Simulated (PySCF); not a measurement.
**Energy of In (indium, neutral) between two integer charges**

The 5p alpha orbital of [Kr] 4d10 5s2 5p1 is emptied in steps (occupation f), with all orbitals relaxed, ending at [Kr] 4d10 5s2. All numbers are calculated (PySCF 2.14, a scalar-relativistic core potential, in aug-cc-pVDZ-PP with ECP28MDF (5s4p3d, 32 functions)). The exact energy is a straight line in f; departures are measured from the line between the end points of the same method.

| f | UHF (eV) | LDA (eV) | PBE (eV) | PBE0 (eV) | r2SCAN (eV) | LC-wPBE (eV) | BHandHLYP (eV) | wB97X (eV) | CAM-B3LYP (eV) | B3LYP (eV) |
| --- | --- | --- | --- | --- | --- | --- | --- | --- | --- | --- |
| 1 | 0.000 | 0.000 | 0.000 | 0.000 | 0.000 | 0.000 | 0.000 | 0.000 | 0.000 | 0.000 |
| 0.8 | 0.040 | -0.462 | -0.447 | -0.325 | -0.424 | 0.010 | -0.222 | -0.035 | -0.177 | -0.366 |
| 0.6 | 0.058 | -0.700 | -0.675 | -0.488 | -0.632 | 0.018 | -0.334 | -0.056 | -0.267 | -0.553 |
| 0.4 | 0.057 | -0.705 | -0.679 | -0.487 | -0.624 | 0.022 | -0.335 | -0.060 | -0.268 | -0.555 |
| 0.2 | 0.037 | -0.472 | -0.453 | -0.323 | -0.405 | 0.017 | -0.224 | -0.043 | -0.179 | -0.371 |
| 0 | 0.000 | 0.000 | 0.000 | 0.000 | 0.000 | 0.000 | 0.000 | 0.000 | 0.000 | 0.000 |

| method | E(f=0) − E(f=1) (eV) | −ε at f=1 (eV) | −ε at f=0.4 (eV) |
| --- | --- | --- | --- |
| UHF | 5.203 | 5.457 | 5.150 |
| LDA | 5.707 | 2.849 | 6.274 |
| PBE | 5.580 | 2.815 | 6.132 |
| PBE0 | 5.607 | 3.583 | 6.019 |
| r2SCAN | 5.698 | 3.048 | 6.278 |
| LC-wPBE | 5.704 | 5.756 | 5.706 |
| BHandHLYP | 5.533 | 4.152 | 5.808 |
| wB97X | 5.488 | 5.280 | 5.518 |
| CAM-B3LYP | 5.660 | 4.556 | 5.878 |
| B3LYP | 5.635 | 3.364 | 6.087 |

Orbital energy along the path (eV):

```json
{"f": "1", "UHF": "-5.457", "LDA": "-2.849", "PBE": "-2.815", "PBE0": "-3.583", "r2SCAN": "-3.048", "LC-wPBE": "-5.756", "BHandHLYP": "-4.152", "wB97X": "-5.280", "CAM-B3LYP": "-4.556", "B3LYP": "-3.364"}
{"f": "0.8", "UHF": "-5.349", "LDA": "-3.949", "PBE": "-3.885", "PBE0": "-4.386", "r2SCAN": "-4.114", "LC-wPBE": "-5.750", "BHandHLYP": "-4.698", "wB97X": "-5.346", "CAM-B3LYP": "-4.991", "B3LYP": "-4.249"}
{"f": "0.6", "UHF": "-5.246", "LDA": "-5.095", "PBE": "-4.996", "PBE0": "-5.201", "r2SCAN": "-5.199", "LC-wPBE": "-5.735", "BHandHLYP": "-5.250", "wB97X": "-5.424", "CAM-B3LYP": "-5.432", "B3LYP": "-5.160"}
{"f": "0.4", "UHF": "-5.150", "LDA": "-6.274", "PBE": "-6.132", "PBE0": "-6.019", "r2SCAN": "-6.278", "LC-wPBE": "-5.706", "BHandHLYP": "-5.808", "wB97X": "-5.518", "CAM-B3LYP": "-5.878", "B3LYP": "-6.087"}
{"f": "0.2", "UHF": "-5.059", "LDA": "-7.470", "PBE": "-7.278", "PBE0": "-6.829", "r2SCAN": "-7.292", "LC-wPBE": "-5.653", "BHandHLYP": "-6.369", "wB97X": "-5.635", "CAM-B3LYP": "-6.328", "B3LYP": "-7.024"}
{"f": "0", "UHF": "-4.974", "LDA": "-8.659", "PBE": "-8.406", "PBE0": "-7.608", "r2SCAN": "-8.078", "LC-wPBE": "-5.574", "BHandHLYP": "-6.938", "wB97X": "-5.757", "CAM-B3LYP": "-6.789", "B3LYP": "-7.959"}
```

Reference removal energy between the ground levels: 5.786 eV (measured; NIST Atomic Spectra Database, ionization energies). The calculation has no spin-orbit coupling. UHF lacks correlation.
